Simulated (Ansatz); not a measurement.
`[GeH3][CH]=[Se]` → `C=[Se]` + `[GeH2]` at 400 K and 1 bar (germylene formation by 1,1-elimination).

Gas-phase electronic energies from Ansatz, PBE0-D4/def2-TZVP geometries. CCSD(T)/CBS adds triple-zeta CCSD(T) − MP2 to the extrapolated MP2 energy (def2 sets, frozen cores). For Ge, Se outer-core shells are correlated without core-valence functions, which leaves a few kJ/mol of doubt a bond. Scalar relativity is left out up to krypton.

```json
{"species": "`[GeH3][CH]=[Se]`", "CCSD(T)/CBS energy (Eh)": "-4517.22497", "H − E (kJ/mol)": "125.7", "S (J/(mol·K))": "347.4"}
{"species": "`C=[Se]`", "CCSD(T)/CBS energy (Eh)": "-2439.91603", "H − E (kJ/mol)": "78.0", "S (J/(mol·K))": "255.2"}
{"species": "`[GeH2]`", "CCSD(T)/CBS energy (Eh)": "-2077.24753", "H − E (kJ/mol)": "42.4", "S (J/(mol·K))": "231.0"}
```

H − E and S are ideal-gas, rigid-rotor, harmonic terms from PBE0-D4/def2-TZVP. 1 Eh = 2625.50 kJ/mol, R = 8.31446 J/(mol·K).

Question: By hand: ΔE, ΔH, ΔS and ΔG.

Answer: ΔE = (-2439.91603) + (-2077.24753) − (-4517.22497) = 0.06141 Eh = 161.2 kJ/mol. Δ(H − E) = 78.0 + 42.4 − 125.7 = -5.3, so ΔH = 155.9 kJ/mol. ΔS = 255.2 + 231.0 − 347.4 = 138.8 J/(mol·K). ΔG = 155.9 − 400 × (138.8)/1000 = 100.4 kJ/mol.

Question: By hand: the equilibrium constant, and the temperature at which ΔG would vanish if ΔH and ΔS stayed fixed.

Answer: log₁₀ K = −ΔG/(RT ln 10) = -13.1. ΔG = 0 at ΔH/ΔS = 1123 K.

The number of gas molecules changes by +1, which sets the sign of ΔS. A doubt of 5 kJ/mol in ΔE shifts log₁₀ K by 0.7 here. These are equilibria of isolated gas molecules and say nothing of rates. Largest T1 diagnostic: 0.015 (customary marks: 0.02 for closed shells, 0.045 for open ones).
